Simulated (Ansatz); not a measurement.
Reactions of C3H9AlO, SMILES `[CH3][Al]([CH3])[CH2]O`.

Gas-phase electronic energies from Ansatz, PBE0-D4/def2-TZVP geometries. CCSD(T)/CBS is the MP2 limit (def2-TZVPP, def2-QZVPP) plus CCSD(T) − MP2 in def2-TZVPP, frozen cores. DFT in def2-TZVPP. B3LYP here is the variant with VWN-RPA as its local correlation; programs differ in this. def2 core potentials past Kr. For Ge, Sn outer-core shells are correlated without core-valence functions, which leaves a few kJ/mol of doubt a bond. Scalar relativity is left out up to krypton. Each species was taken in one conformer, which may not be the lowest.

```csv
reaction,CCSD(T)/CBS(def2) (kJ/mol)
`[CH3][Al]([CH3])[CH2]O` + `FC1=C[SiH2]1` → `[CH3][Al]([F])[CH2]O` + `CC1=C[SiH2]1`,-257
`[CH3][Al]([CH3])[CH2]O` + `[SiH3][SnH2][Cl]` → `[CH3][Al]([SiH3])[CH2]O` + `[CH3][SnH2][Cl]`,25
`[CH3][Al]([CH3])[CH2]O` + `NC(O)(F)C=S` → `[CH3][Al]([F])[CH2]O` + `CC(N)(O)C=S`,-221
`[CH3][Al]([CH3])[CH2]O` + `OB(O)[O][GeH3]` → `[CH3][Al]([CH3])[O]B(O)O` + `O[CH2][GeH3]`,?
```

Q: Fill in the missing values. (An estimate is asked.)

A: Computed: `[CH3][Al]([CH3])[CH2]O` + `OB(O)[O][GeH3]` → `[CH3][Al]([CH3])[O]B(O)O` + `O[CH2][GeH3]`: -124.1 kJ/mol.

Largest T1 diagnostic: 0.014, for `CC(N)(O)C=S`.
